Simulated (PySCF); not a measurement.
**Mass spectrum arithmetic for `FC[C@@]12CC[C@@H]1[C@H]2OC(F)F`**

Species: `FC[C@@]12CC[C@@H]1[C@H]2OC(F)F`.

Calculated from isotope tables alone.

(1) Find the molar and monoisotopic masses of C7H9F3O.

(2) Work out the cluster of the molecular ion M+•, one line a nominal mass.

(3) What is the composition by mass?

(4) Find the degree of unsaturation and check the nitrogen rule.

(5) Which m/z would the protonated, sodiated and deprotonated molecule have?

(6) What share of all molecules is the monoisotopic species?

(7) Resolve the fine structure: one atom at a time replaced by a minor isotope.

Answers

(1) For C7H9F3O, with standard atomic weights, 3 × 18.998 + 7 × 12.011 + 1 × 15.999 + 9 × 1.008 = 166.142 g/mol. From the most abundant isotopes (19F, 12C, 16O, 1H), 3 × 18.998403 + 7 × 12.000000 + 1 × 15.994915 + 9 × 1.007825 = 166.0605 u.

(2) 
| nominal mass | m/z (centroid) | relative intensity |
| --- | --- | --- |
| 166 | 166.0600 | 100.0 |
| 167 | 167.0634 | 7.7 |
| 168 | 168.0657 | 0.5 |

Lines under 0.1 % of the tallest are left out. One electron mass, 0.00055 u, is taken off.

(3) F 34.30 %, C 50.61 %, O 9.63 %, H 5.46 %.

(4) (2 × 7 + 2 + 0 − 12)/2 = 2; the structure has 2 rings and 0 π bonds. The nominal mass 166 is even, with 0 nitrogens, as the rule says.

(5) [M+H]+ 167.0678, [M+Na]+ 189.0498, [M−H]− 165.0533, for the monoisotopic species (arithmetic only; whether such ions form is another matter).

(6) 1^3 × 0.9893^7 × 0.99757 × 0.999885^9 = 92.43 %.

(7) Intensity in % of the monoisotopic species:

```
isotope  mass shift (u)       m/z  intensity (%)
    13C        +1.00335  167.0634           7.57
    17O        +1.00422  167.0642           0.04
     2H        +1.00628  167.0663           0.10
    18O        +2.00425  168.0642           0.21
```

Species under 0.02 % are left out.
